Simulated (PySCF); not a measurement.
# Interval between two levels of Ne²⁺ by level of theory

Ne²⁺ [He] 2s2 2p4 [3P2, M_J = 2] → Ne²⁺ [He] 2s1 2p5 [3P2, M_J = 2], as a difference of total energies. Calculation: PySCF 2.14, in x2c-SVPall-2c with one added diffuse shell of s type (4s2p1d, 15 functions); the two-component X2C-1e Hamiltonian. Correlated levels: 1s2 frozen. "Screened" scales the spin-orbit matrix elements by Boettger's factors to mimic the two-electron term; Breit and QED terms are absent.

```tsv
method	interval between two levels (cm⁻¹)
GHF (spin-free)	207170
GMP2 (spin-free)	201180
GHF (screened spin-orbit)	207190
GMP2 (screened spin-orbit)	201190
```

The labels give the starting determinants; with spin-orbit coupling the two ends relaxed to ⟨J²⟩ = 6.00, ⟨L²⟩ = 2.00, ⟨S²⟩ = 2.00 and ⟨J²⟩ = 6.00, ⟨L²⟩ = 2.00, ⟨S²⟩ = 2.00.
